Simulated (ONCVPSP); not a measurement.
**Mg (Z = 12): excitation energies, all-electron against ONCV**

ONCVPSP 4.0.1 input, shortened (lines: element, Z, core and valence counts, functional; n l f; lmax; l rc ep ncon nbas qcut; lloc lpopt rc5 dvloc0; l nproj debl; icmod fcfact rcfact), Wu-Cohen, scalar-relativistic:

```
  Mg 12.00    1    3  -118130      upf
    1    0    2.00
    2    0    2.00
    2    1    6.00
    3    0    1.00
    2
    0    1.20    0.00    4    8    9.20
    1    1.20    0.00    5   10   13.00
    2    1.00    0.21    4    8    8.80
    2    5    1.00    0.00
    0    2    1.20
    1    1    2.70
    2    0    1.20
    0    0.00    0.00
```

Energies are relative to the spin-unpolarised reference configuration 2s2 2p6 3s1; without spin polarisation the order of configurations can differ from experiment.

Q: Give the all-electron excitation energy and the error of the potential for: 2s2 2p6 3s2; 2s2 2p6 3s0; 2s2 2p6 3s1.5; 2s2 2p6 3s0 3p1.

A:

```csv
valence configuration,charge,ΔE all-electron (eV),error AE − PS (meV)
2s2 2p6 3s2,0,-7.918,-0.1
2s2 2p6 3s0,+2,14.783,-0.7
2s2 2p6 3s1.5,+0.5,-4.788,0.0
2s2 2p6 3s0 3p1,+1,4.283,-37
```
